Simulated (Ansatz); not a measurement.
The atomisation energy (no zero-point term) down a group: Li to K

One atom is swapped for its congeners: LiSH `[Li][SH]`; NaSH `[Na][SH]`; KSH `[SH][K]`. All are singlets with charge 0.

Shapes, held fixed at every level: PBE0-D4/def2-TZVP. Programs: Ansatz 0.2.0. Values in eV.

Question: How should the atomisation energy change along the series?

Answer: At CCSD(T)/def2-TZVPP the atomisation energy falls at every step, from 6.97 to 6.41 eV. 1 of 7 levels show this order throughout; 2 agree on the largest and the smallest. Correlated rows may include outer-core shells of K, Li, Na, which these sets cover unevenly.

```json
{"level": "HF/def2-SVP", "LiSH": "4.80", "NaSH": "4.25", "KSH": "4.26"}
{"level": "r2SCAN-D4/def2-TZVPP", "LiSH": "7.22", "NaSH": "6.67", "KSH": "6.76"}
{"level": "B3LYP-D4/def2-TZVPP", "LiSH": "7.18", "NaSH": "6.57", "KSH": "6.62"}
{"level": "wB97M-V/def2-TZVPP", "LiSH": "7.40", "NaSH": "6.78", "KSH": "6.86"}
{"level": "B2PLYP/def2-TZVPP", "LiSH": "7.09", "NaSH": "6.49", "KSH": "6.51"}
{"level": "CCSD(T)/def2-SVP", "LiSH": "6.37", "NaSH": "5.88", "KSH": "5.76"}
{"level": "CCSD(T)/def2-TZVPP", "LiSH": "6.97", "NaSH": "6.41", "KSH": "6.41"}
```
